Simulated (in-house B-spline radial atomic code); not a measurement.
Re²⁺. Computed with a B-spline radial atomic code. Model: non-relativistic spherical atom: semilocal Troullier-Martins pseudo-atom, one channel per l, against all electrons, high spin, G0W0 and RPA with empty states to l = 8, local potential for every l without a channel, a model core (radius 0 = none) keeps its share of the functional.

The core holds an angular momentum without a channel of its own, so the local potential lets valence electrons into it.

Without relativity these are model numbers for so heavy an element.

What the tables leave out is listed at the end.

The pseudopotential gives back the lowest level of each angular momentum of its own functional in the configuration it was made in; a second state of the same l is only approximately right. Exact exchange, RPA and GW see the smooth pseudo-orbitals and miss the exchange with the core, for which the functional's share stands in. The column with an uncorrelated core keeps all orbitals and exact exchange, and so separates missing core correlation from pseudisation. Only the three outermost levels and the lowest empty one were computed. RPA here is direct RPA, with no exchange kernel, and its energies carry an (l + 1/2)⁻⁴ tail. A hybrid on a potential with a model core restores only its own semilocal share of the core's exchange.

Command:
```bash
python run_psgw.py task.json out
```
Settings (lengths in bohr, energies in hartree):
```
Z                      75
electrons              73
configuration          [Xe] 4f14 5d5
generated_in           [Xe] 4f14 5d5
functional             pbe,pbe
core_shells            11
radius_factor          0.8
core_correction        True
```

Time taken, with all properties: 54 s on 1 thread of Arm Neoverse N1, on a shared host.

Given: made with PBE; model core radius 0.928 bohr; local radius 1.072 bohr; mean-field start PBE0.

Valence shells of the generating configuration: 5p, 5d.

Channel: s 2.102, p 0.89, d 1.11 (radii in bohr).

Computed: largest level miss in the spin-unpolarised generating configuration 0.001 eV; valence RPA correlation energy pseudo -0.70328 hartree; all-electron RPA polarisability, core included 8.0611 bohr³; pseudo-atom RPA polarisability 8.4856 bohr³.

```
          level  occupied  mean-field all-electron (eV)  mean-field pseudo minus all (eV)  G0W0 all-electron (eV)  G0W0 uncorrelated core minus all (eV)  G0W0 pseudo minus all (eV)  exchange self-energy all-electron (eV)  exchange self-energy pseudo (eV)
          5d up         1                       -25.016                             0.164                 -29.444                                  0.106                       0.671                                 -29.351                           -23.407
        5p down         1                       -60.018                             1.425                 -64.945                                  -0.14                       2.781                                 -38.271                            -23.63
5d down (empty)         0                       -18.039                             0.092                 -15.057                                  0.268                       0.007                                 -10.749                           -5.3218
```

(1) What is the valence RPA correlation energy all-electron orbitals?

## Answers

(1) -0.47332 hartree.

Among the listed levels the largest G0W0 shift of the pseudo-atom is +2.78 eV, for 5p down on the PBE0 start, while leaving the core uncorrelated moves that level by -0.14 eV. So pseudisation and the lost core exchange, not the missing core correlation, make the error. Not in the tables (levels of low weight, unsolved or above zero; the highest and the empty levels are kept at any weight): on PBE, a start not tabulated, the G0W0 levels 5d up (pseudo minus all +0.41 eV, weights 0.45 and 0.19), 5p down (pseudo minus all +2.51 eV, weights 0.57 and 0.84), 5p up (pseudo minus all +2.66 eV, weights 0.06 and 0.05), 5d down (pseudo minus all -0.15 eV, weights 0.67 and 0.76); on PBE0 the G0W0 levels 5p up (pseudo minus all +3.88 eV, weights 0.42 and 0.06); no Hartree-Fock pseudo-atom is run with a model core.
